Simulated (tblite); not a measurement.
Species: C₄H₉BF₂O₂.
SMILES with atom numbers: `[CH3:1][C:2](=[O:3])[C@H:4]([F:5])[O+:6]([CH3:7])[BH2-:8][F:9]` (hydrogens: H10, H11, H12 on C1; H13 on C4; H14, H15, H16 on C7; H17, H18 on B8)
Bond orders are those of one Lewis drawing.

Computed with GFN2-xTB (tblite), gas phase: L-BFGS steps from a force-field or distance-geometry start until the largest atomic force falls under 0.01 eV/Å.

The end geometry, which sets the zero of energy:
```
atom  x, y, z in Å
C1      2.1602    0.5966   -0.9659
C2      1.3280   -0.3081   -0.1202
O3      1.4233   -1.5022   -0.0764
C4      0.2960    0.4377    0.7792
F5      0.6441    0.2078    2.0895
O6     -1.0394    0.0495    0.6216
C7     -1.2929   -1.3542    0.7798
B8     -1.6736    0.6879   -0.8192
F9     -0.7810    0.2232   -1.7574
H10     1.5129    1.0632   -1.7078
H11     2.9323    0.0234   -1.4718
H12     2.6087    1.3805   -0.3590
H13     0.3273    1.5224    0.6240
H14    -0.7533   -1.7233    1.6520
H15    -0.9969   -1.9120   -0.1092
H16    -2.3657   -1.4453    0.9356
H17    -1.5943    1.8607   -0.6616
H18    -2.7443    0.1986   -0.9048
```

Problem. These geometries come from the run, each turned onto the end geometry. Order them by energy, lowest first.
A.
```
atom  x, y, z in Å
C1      2.5711   -0.1488   -0.4961
C2      1.4880    0.2428    0.4734
O3      1.7153    0.1045    1.6830
C4      0.1590    0.7899    0.0148
F5      0.0534    2.0602    0.5702
O6     -0.9180   -0.0588    0.4726
C7     -0.9036   -1.2855   -0.2545
B8     -2.2391    0.6217    0.2603
F9     -2.4225    1.0091   -1.1357
H10     2.2270    0.0120   -1.5383
H11     2.8125   -1.2209   -0.3655
H12     3.4667    0.4631   -0.3110
H13     0.1499    0.8968   -1.0766
H14     0.0314   -1.8593   -0.0477
H15    -0.9917   -1.1336   -1.3526
H16    -1.7299   -1.9559    0.1002
H17    -2.3382    1.5836    0.9561
H18    -3.1398   -0.1145    0.5756
```
B.
```
atom  x, y, z in Å
C1      2.1796    0.5863   -0.9739
C2      1.3285   -0.3180   -0.1479
O3      1.3984   -1.5140   -0.1278
C4      0.3035    0.4286    0.7586
F5      0.6634    0.2084    2.0666
O6     -1.0295    0.0304    0.6038
C7     -1.2916   -1.3640    0.7980
B8     -1.6946    0.7094   -0.8091
F9     -0.7746    0.3402   -1.7632
H10     1.5509    1.0291   -1.7480
H11     2.9826    0.0241   -1.4403
H12     2.5807    1.3889   -0.3593
H13     0.3227    1.5132    0.6056
H14    -0.8332   -1.6752    1.7375
H15    -0.9153   -1.9783   -0.0196
H16    -2.3738   -1.4585    0.8544
H17    -1.6604    1.8759   -0.5982
H18    -2.7459    0.1800   -0.9087
```
C.
```
atom  x, y, z in Å
C1      2.5790   -0.1455   -0.5149
C2      1.5547    0.1341    0.5470
O3      1.7257   -0.0884    1.7107
C4      0.2066    0.7672    0.0666
F5      0.0835    1.9555    0.6991
O6     -0.8852   -0.0457    0.4383
C7     -0.8508   -1.2845   -0.2627
B8     -2.5062    0.7261    0.1972
F9     -2.4481    0.9653   -1.1421
H10     2.2229    0.0501   -1.5219
H11     2.8952   -1.1846   -0.4184
H12     3.4538    0.4720   -0.3094
H13     0.1959    0.9687   -1.0175
H14     0.0936   -1.7964   -0.0620
H15    -0.9714   -1.1195   -1.3381
H16    -1.6813   -1.8857    0.1022
H17    -2.4571    1.6909    0.8698
H18    -3.2195   -0.1735    0.4844
```
D.
```
atom  x, y, z in Å
C1      2.3879    0.3623   -0.8671
C2      1.4665   -0.3483    0.0656
O3      1.6280   -1.4601    0.4793
C4      0.2717    0.5292    0.5336
F5      0.5200    0.8236    1.8608
O6     -1.0007   -0.0214    0.4604
C7     -1.1275   -1.4436    0.5220
B8     -2.0838    0.8508   -0.5405
F9     -1.4942    0.7298   -1.7741
H10     1.8284    0.7097   -1.7347
H11     3.1957   -0.2958   -1.1699
H12     2.8036    1.2343   -0.3609
H13     0.2542    1.4810   -0.0076
H14    -0.7023   -1.8167    1.4557
H15    -0.6444   -1.9235   -0.3338
H16    -2.1973   -1.6333    0.4836
H17    -2.0024    1.9529   -0.1143
H18    -3.1122    0.2756   -0.4297
```
E.
```
atom  x, y, z in Å
C1      2.1700    0.5941   -0.9726
C2      1.3261   -0.3179   -0.1480
O3      1.4013   -1.5134   -0.1401
C4      0.3036    0.4234    0.7635
F5      0.6628    0.1919    2.0706
O6     -1.0334    0.0396    0.6136
C7     -1.2965   -1.3587    0.8041
B8     -1.6803    0.7034   -0.8101
F9     -0.7673    0.3208   -1.7647
H10     1.5364    1.0274   -1.7455
H11     2.9741    0.0310   -1.4396
H12     2.5728    1.3990   -0.3637
H13     0.3352    1.5084    0.6091
H14    -0.8353   -1.6793    1.7370
H15    -0.9228   -1.9563   -0.0271
H16    -2.3774   -1.4505    0.8707
H17    -1.6504    1.8702   -0.6013
H18    -2.7271    0.1733   -0.9276
```

Solution. E (0.005 eV), B (0.009 eV), D (0.194 eV), C (0.440 eV), A (1.066 eV).

In the order of the answer:

| step | E above end (eV) | largest force (eV/Å) | rms force component (eV/Å) | rms distance from end (Å) | rms bond change (Å) | bond most changed (Å) |
| --- | --- | --- | --- | --- | --- | --- |
| 138 | 0.005 | 0.08 | 0.021 | 0.062 | 0.001 | C2–C4 -0.001 |
| 134 | 0.009 | 0.11 | 0.038 | 0.068 | 0.001 | O6–B8 +0.004 |
| 114 | 0.194 | 0.16 | 0.052 | 0.500 | 0.005 | O6–B8 +0.015 |
| 24 | 0.440 | 0.09 | 0.034 | 1.507 | 0.029 | O6–B8 +0.113 |
| 0 | 1.066 | 3.86 | 0.889 | 1.541 | 0.058 | O6–B8 -0.198 |

The cost below is that of the whole relaxation. Hardware: one thread of an Arm Neoverse V1, shared host with 32 logical CPUs at a one-minute load of 25. Cost: 1.1 s of wall time.
